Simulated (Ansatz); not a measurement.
Consider the ligand exchange at the Si–C bond: `C[SiH](O)[GeH2][OH]` + HCl → `[OH][GeH2][SiH](O)Cl` + CH₄.

Isolated molecules relaxed with PBE0-D4/def2-TZVP in Ansatz; ΔE leaves out vibrations. CCSD(T)/CBS adds triple-zeta CCSD(T) − MP2 to the extrapolated MP2 energy (def2 sets, frozen cores). This one scheme is used for every species. DFT in def2-TZVPP. B3LYP here is the variant with VWN-RPA as its local correlation; programs differ in this. For Ge outer-core shells are correlated without core-valence functions, which leaves a few kJ/mol of doubt a bond. Scalar relativity is left out up to krypton. Each species was taken in one conformer, which may not be the lowest.

`C[SiH](O)[GeH2][OH]`:

Cartesian coordinates in Å:
```
C -0.913 1.381 -0.820
Si 0.620 0.430 -0.343
O 1.739 1.362 0.443
Ge 0.073 -1.347 1.157
O -1.100 -2.423 0.317
H -0.690 2.158 -1.556
H -1.646 0.699 -1.260
H -1.370 1.853 0.053
H 1.212 -0.157 -1.585
H 2.158 2.073 -0.044
H -0.700 -0.888 2.405
H 1.295 -2.187 1.594
H -0.677 -2.956 -0.359
```

HCl:

Cartesian coordinates in Å:
```
Cl -0.254 -0.250 -0.531
H 0.254 0.250 0.531
```

`[OH][GeH2][SiH](O)Cl`:

Cartesian coordinates in Å:
```
O -0.877 -0.062 1.527
Ge 0.795 0.140 0.873
Si 0.094 0.062 -1.407
O -1.527 0.218 -1.292
Cl 0.647 -1.749 -2.214
H -0.928 -0.183 2.477
H 1.674 -1.023 1.374
H 1.377 1.471 1.394
H 0.616 1.097 -2.323
H -1.872 0.027 -0.409
```

CH₄:

```xyz
5

C     0.000    0.000    0.000
H     0.866   -0.545    0.375
H     0.007   -0.013   -1.090
H     0.039    1.031    0.351
H    -0.912   -0.473    0.363
```

(1) Is it downhill or uphill in electronic energy at CCSD(T)/CBS, and by how much? (An estimate is asked.)

(2) What do these levels give: PBE-D4, r2SCAN-D4, B3LYP-D4, ωB97M-V, PBE, PBE0, B3LYP, MP2/def2-TZVPP, CCSD/def2-TZVPP, CCSD(T)/def2-TZVPP, HF/def2-QZVPP, SCS-MP2/def2-QZVPP? (Best estimate.)

Largest T1 diagnostic among the species: 0.012.

Results:

(1) Ansatz gave: Downhill: ΔE = -28.1 kcal/mol.

(2) Computed: PBE-D4 -28.2, r2SCAN-D4 -29.5, B3LYP-D4 -29.0, ωB97M-V -28.8, PBE -28.1, PBE0 -28.2, B3LYP -28.7, MP2/def2-TZVPP -28.5, CCSD/def2-TZVPP -27.0, CCSD(T)/def2-TZVPP -27.2, HF/def2-QZVPP -28.9, SCS-MP2/def2-QZVPP -28.6 kcal/mol.
